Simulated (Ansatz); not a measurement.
Geometry optimisation, Ansatz, RKS PBE-D4/def2-SVP.

Input file:

```yaml
crystal:
  periodic: [false, false, false]
  atoms:
    - { symbol: "N", position_ang: [0.5499, 1.1117, 1.365] }
    - { symbol: Al, position_ang: [-0.2339, -0.2636, 0.301] }
    - { symbol: O, position_ang: [-0.9229, -1.7625, 1.106] }
    - { symbol: C, position_ang: [-0.196, -0.0991, -1.6616] }
    - { symbol: O, position_ang: [0.1723, 0.8819, -2.219] }
    - { symbol: H, position_ang: [1.4804, 1.3188, 1.0193] }
    - { symbol: H, position_ang: [-1.46286, 0.63836, 0.51945] }
    - { symbol: H, position_ang: [-0.0741, -2.3573, 1.1721] }
    - { symbol: H, position_ang: [-0.6796, -0.8978, -2.2131] }
basis:
  gaussian: { orbitals: def2-SVP }
hamiltonian:
  xc: pbe
  dispersion: d4
relax:
  f_tol: 0.02
  max_steps: 50
```

Command:

```bash
$ ansatz run input.yaml --threads 2 --pin off --max-ram 3072MiB --backend cpu --events-out ev --progress --plain --runs-dir out
```

Problem. Where does it end, and by what steps?

Solution. It converged. After 29 steps the energy has fallen by 5.604 eV; H7 moved furthest, 2.31 Å. Parted: Al2–H7. Joined: N1–H7.

| step | energy less start (eV) | largest force component (eV/Å) | accepted |
| --- | --- | --- | --- |
| 0 | 0.0000 | 3.017 | yes |
| 2 | -1.2154 | 1.927 | yes |
| 4 | -1.6537 | 0.549 | yes |
| 6 | -2.5808 | 1.762 | yes |
| 8 | -4.6755 | 1.638 | yes |
| 10 | -5.1414 | 1.218 | yes |
| 12 | -5.2988 | 0.217 | yes |
| 14 | -5.3187 | 0.267 | yes |
| 16 | -5.3417 | 1.601 | no |
| 18 | -5.4109 | 0.332 | yes |
| 20 | -5.5221 | 0.433 | yes |
| 22 | -5.5974 | 0.290 | yes |
| 24 | -5.6013 | 0.230 | yes |
| 26 | -5.6029 | 0.140 | yes |
| 28 | -5.6036 | 0.021 | yes |
| 29 | -5.6036 | 0.012 | yes |

```xyz
9
Properties=species:S:1:pos:R:3
N 0.153 0.967 1.014
Al -0.241 -0.523 0.127
O -0.625 -2.056 0.798
C -0.208 -0.267 -1.877
O 0.070 0.858 -2.281
H 0.361 1.823 0.492
H 0.217 1.139 2.018
H -0.666 -2.284 1.739
H -0.427 -1.086 -2.641
```

Run time: 61 s on 2 threads of Arm Neoverse V1 (shared host), peak memory 0.18 GiB.
